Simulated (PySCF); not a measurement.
From one molecule to another.

First species: C2H3ClO2S.
SMILES with atom numbers: `[CH2:1]=[CH:2][S:3](=[O:4])(=[O:5])[Cl:6]` (hydrogens: H7, H8 on C1; H9 on C2)

Second species: CH11FSi4.
SMILES: `F[SiH2][Si@H]([SiH3])C[SiH3]`

Levels: CAM-B3LYP/def2-SVPD for dipole moment, HOMO energy, LUMO energy, HOMO–LUMO gap, static isotropic polarisability and electronic spatial extent ⟨r²⟩ about the centre of nuclear charge; TDDFT CAM-B3LYP/def2-SVPD for lowest singlet excitation; TDA CAM-B3LYP/def2-SVPD for lowest triplet excitation (Tamm–Dancoff); GFN2-xTB for rotational constant A and rotational constant C. Geometries: GFN2-xTB. All species are isolated and taken at one optimised geometry, non-relativistic unless stated; the electronic structure was computed with PySCF and density fitting.

Dipoles, sizes and rotational constants follow the conformer. The torsions of the flexible species, by atom-mapped SMILES:
- `[CH2:1]=[CH:2][S:3](=[O:4])(=[O:5])[Cl:6]`: C1–C2–S3–O4 11°
- `[F:1][SiH2:2][Si@H:3]([SiH3:4])[CH2:5][SiH3:6]`: F1–Si2–Si3–Si4 -22°, Si2–Si3–C5–Si6 -176°

(1) Which of the two has the higher LUMO energy, and by how much?

(2) Which has the higher S1 energy?

(3) Which has the higher ⟨r²⟩?

(4) Which has the higher dipole moment?

(5) Which has the higher HOMO–LUMO gap?

(6) Which of the two has the higher rotational constant C, and by how much?

(7) Which has the higher static isotropic polarisability?

(8) Which of the two has the higher rotational constant A, and by how much?

Results:

(1) The second: -0.20 eV against -1.11 eV, a difference of 0.91 eV.

(2) The second: 5.92 eV against 5.82 eV, a difference of 0.10 eV.

(3) The second: 1958 bohr² against 736 bohr², a difference of 1222 bohr².

(4) The first: 4.45 D against 2.07 D, a difference of 2.38 D.

(5) The first: 9.51 eV against 9.13 eV, a difference of 0.38 eV.

(6) The first: 1.816 GHz against 0.572 GHz, a difference of 1.244 GHz.

(7) The second: 124.5 au against 65.4 au, a difference of 59.1 au.

(8) The first: 3.277 GHz against 2.019 GHz, a difference of 1.258 GHz.

On the first: S1 lies 3.69 eV below the HOMO–LUMO gap. The vertical singlet–triplet gap S1 − T1 is 1.46 eV (TDDFT singlet less Tamm–Dancoff triplet).

On the second: The 8 singlets span 5.92 to 7.78 eV, and their oscillator strengths add up to 0.40. The dipole equals about 6.9 × 10⁻³⁰ C·m (1 D = 3.33564 × 10⁻³⁰ C·m).
